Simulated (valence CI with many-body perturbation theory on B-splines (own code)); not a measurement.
## E1 transitions of Al IX

Method: valence CI with perturbative core correlation (CI+MBPT): three valence electrons over a frozen Dirac-Fock core [He], radial functions for each j: 11 s, 11 p, 10 d, 8 f, 5 g, 2 h, with the one-electron correlation potential Σ1, the two-electron term Σ2, the three-electron term Σ3, Breit, model QED; selected CI, second order for the rest, scaled by the run's own slope (own B-spline code, finite nucleus).

No measured levels were compared; by estimate levels of excited configurations hold to 0.05 to 0.15 % of their energy, terms of the ground configuration to about 0.5 %.

Lines 301 to 350 of 584 in falling wavelength, among levels below 2334500 cm⁻¹, chosen from the strongest by gf and those to the six lowest levels. Wavelengths and rates use the calculated energies, so an error of 300 cm⁻¹ moves a line at 21.47 nm by 0.064 % and its rate by three times that or more. Electric multipoles are in the length gauge, E1 and E2 with the static RPA response of the core. Weak lines are less certain than strong ones. Lines between different terms over intervals too small for the method are left out, as are lines whose strength nearly cancels. Where a level lies close to another of its J and parity, the split of strength between their lines is uncertain. The highest levels of a list are the least certain.

Names give the largest LS component (configuration and term), which can be under half, so a name can repeat, a term be missing and a line seem to break the LS rules; names also repeat where a configuration has a term twice. Letters in brackets count levels of one name in rising energy.

```
λ vac (nm)                Upper                 Lower   A (s⁻¹)  S (a.u.)
     21.47       2s2.4f 2F°_7/2         2s2.3d 2D_5/2  1.03e+11  4.02e+00
     21.47  2s.2p.4f 2G_7/2 [a]      2s.2p.3d 4D°_5/2  2.55e+10  9.98e-01
     21.47  2s.2p.4f 2G_7/2 [b]  2s.2p.3d 2D°_5/2 [a]  3.22e+10  1.26e+00
     21.46       2s2.4f 2F°_5/2         2s2.3d 2D_3/2  9.61e+10  2.81e+00
     21.46      2s.2p.4f 4G_9/2      2s.2p.3d 4D°_7/2  3.67e+10  1.79e+00
     21.42      2s.2p.4f 4D_7/2  2s.2p.3d 2D°_5/2 [a]  6.89e+09  2.67e-01
     21.42  2s.2p.4f 2G_7/2 [b]      2s.2p.3d 4D°_7/2  8.61e+09  3.34e-01
     21.40        2s2.4s 2S_1/2        2s2.3p 2P°_3/2  1.44e+10  1.40e-01
     21.40      2s.2p.4f 4D_5/2  2s.2p.3d 2D°_5/2 [a]  1.07e+10  3.09e-01
     21.37      2s.2p.4f 4D_7/2      2s.2p.3d 4D°_7/2  1.55e+10  5.97e-01
     21.31      2s.2p.4f 2D_5/2  2s.2p.3d 2D°_5/2 [a]  1.13e+10  3.25e-01
     21.28      2s.2p.4f 4D_5/2      2s.2p.3d 4D°_5/2  6.23e+09  1.78e-01
     21.23      2s.2p.4f 2D_3/2  2s.2p.3d 2D°_3/2 [a]  1.20e+10  2.27e-01
     21.22     2s.2p.4s 4P°_3/2       2s.2p.3p 4D_5/2  8.46e+09  1.60e-01
     21.20     2s.2p.4s 4P°_5/2       2s.2p.3p 4D_7/2  1.01e+10  2.86e-01
     20.89      2s.2p.4f 4F_9/2      2s.2p.3d 4F°_7/2  4.57e+10  2.06e+00
     20.87      2s.2p.4f 4F_7/2      2s.2p.3d 4F°_5/2  4.29e+10  1.54e+00
     20.84      2s.2p.4f 2F_7/2      2s.2p.3d 4F°_7/2  4.19e+09  1.50e-01
     20.84      2s.2p.4f 4G_5/2      2s.2p.3d 4F°_3/2  5.79e+10  1.55e+00
     20.82      2s.2p.4f 4G_9/2      2s.2p.3d 4F°_9/2  1.91e+10  8.52e-01
     20.81  2s.2p.4f 2G_7/2 [a]      2s.2p.3d 4F°_7/2  1.24e+10  4.42e-01
     20.81      2s.2p.4f 4F_5/2      2s.2p.3d 4F°_5/2  1.41e+10  3.77e-01
     20.80      2s.2p.4f 4F_3/2      2s.2p.3d 4F°_3/2  9.26e+09  1.65e-01
     20.79     2s.2p.4f 4G_11/2      2s.2p.3d 4F°_9/2  9.98e+10  5.31e+00
     20.78      2s.2p.4f 2F_7/2      2s.2p.3d 4F°_5/2  2.30e+10  8.14e-01
     20.76      2s.2p.4f 4F_5/2      2s.2p.3d 4F°_3/2  1.54e+10  4.07e-01
     20.75  2s.2p.4f 2G_7/2 [a]      2s.2p.3d 4F°_5/2  1.42e+10  5.02e-01
     20.74      2s.2p.4f 4G_9/2      2s.2p.3d 4F°_7/2  4.23e+10  1.86e+00
     20.74      2s.2p.4f 2F_5/2      2s.2p.3d 4F°_5/2  5.92e+09  1.56e-01
     20.70  2s.2p.4f 2G_7/2 [b]      2s.2p.3d 4F°_7/2  5.25e+09  1.84e-01
     20.70      2s.2p.4f 2F_5/2      2s.2p.3d 4F°_3/2  1.51e+10  3.95e-01
     20.65      2s.2p.4f 2G_9/2      2s.2p.3d 4F°_7/2  6.34e+09  2.76e-01
     20.64  2s.2p.4f 2G_7/2 [b]      2s.2p.3d 4F°_5/2  9.19e+09  3.19e-01
     20.60     2s.2p.4d 2P°_3/2   2s.2p.3p 2S_1/2 [a]  2.14e+10  3.70e-01
     20.53     2s.2p.4d 2P°_1/2   2s.2p.3p 2S_1/2 [a]  2.29e+10  1.96e-01
     20.29     2s.2p.4d 2D°_5/2   2s.2p.3p 2D_5/2 [a]  5.52e+09  1.36e-01
     20.19     2s.2p.4d 2D°_3/2   2s.2p.3p 2D_3/2 [a]  9.82e+09  1.60e-01
     19.96     2s.2p.4d 4D°_5/2       2s.2p.3p 4P_3/2  1.97e+10  4.63e-01
     19.96     2s.2p.4d 4D°_3/2       2s.2p.3p 4P_3/2  9.12e+09  1.43e-01
     19.92     2s.2p.4d 4D°_7/2       2s.2p.3p 4P_5/2  3.34e+10  1.04e+00
     19.91     2s.2p.4d 2D°_5/2       2s.2p.3p 4P_5/2  5.27e+09  1.23e-01
     19.90     2s.2p.4d 2F°_5/2   2s.2p.3p 2D_5/2 [a]  4.58e+09  1.07e-01
     19.90     2s.2p.4d 4D°_3/2       2s.2p.3p 4P_1/2  1.94e+10  3.01e-01
     19.90     2s.2p.4d 4D°_1/2       2s.2p.3p 4P_1/2  3.22e+10  2.51e-01
     19.85     2s.2p.4d 2D°_5/2       2s.2p.3p 4P_3/2  5.20e+09  1.20e-01
     19.85     2s.2p.4d 4P°_5/2       2s.2p.3p 4P_5/2  1.83e+10  4.23e-01
     19.83     2s.2p.4d 4P°_3/2       2s.2p.3p 4P_5/2  1.02e+10  1.58e-01
     19.80     2s.2p.4d 2F°_7/2   2s.2p.3p 2D_5/2 [a]  4.02e+10  1.23e+00
     19.78     2s.2p.4d 2F°_5/2   2s.2p.3p 2D_3/2 [a]  3.54e+10  8.12e-01
     19.77     2s.2p.4d 4P°_3/2       2s.2p.3p 4P_3/2  1.32e+10  2.01e-01
```
